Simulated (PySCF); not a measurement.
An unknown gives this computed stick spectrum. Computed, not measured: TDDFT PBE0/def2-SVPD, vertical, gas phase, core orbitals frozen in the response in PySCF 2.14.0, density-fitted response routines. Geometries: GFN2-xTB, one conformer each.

| state | ν̃ (cm⁻¹) | f | main configurations (H = HOMO, L = LUMO) |
| --- | --- | --- | --- |
| S1 | 37520 | 0.0022 | H-1→L (94%) |
| S2 | 37690 | 0.092 | H→L (89%) |
| S3 | 41670 | 0.0016 | H→L+1 (55%), H-2→L (39%) |
| S4 | 42590 | 0.0002 | H-1→L+1 (97%) |
| S5 | 45130 | 0.0000 | H→L+2 (95%) |
| S6 | 47080 | 0.284 | H-2→L (50%), H→L+1 (34%) |
| S7 | 49930 | 0.109 | H-2→L+1 (59%), H-3→L (23%) |
| S8 | 51630 | 0.0010 | H-2→L+2 (97%) |

Triplets computed (Tamm–Dancoff): 3.48, 4.08, 4.10 eV.

**Question.** Which structure fits? All have the formula C7H5NS.
A. `c1cc2ccsc2cn1`
B. `N#C/C=C/c1cccs1`
C. `S=C=Cc1ccncc1`

**Answer.** A. Its S1, at 4.65 eV, is the highest among the candidates; the nearest of the others has S1 at 4.18 eV. S1 is HOMO-1→LUMO (94%). Löwdin shares by element: HOMO carbon 38% or more, sulfur 28% (atoms not listed hold the other 34%); LUMO carbon 42% or more, nitrogen 15% (atoms not listed hold the other 43%). At the same level the other candidates give, for their lowest levels:
- `N#C/C=C/c1cccs1`: 4.18 eV (f 0.623); 4.82 eV (f 0.038); 5.54 eV (f 0.001); 5.67 eV (f 0.017); 5.78 eV (f 0.000); T1 2.43 eV; HOMO -6.89, LUMO -2.39 eV
- `S=C=Cc1ccncc1`: 2.26 eV (f 0.000); 4.01 eV (f 0.000); 4.21 eV (f 0.000); 4.49 eV (f 0.002); 4.52 eV (f 0.402); T1 1.93 eV; HOMO -6.61, LUMO -2.71 eV
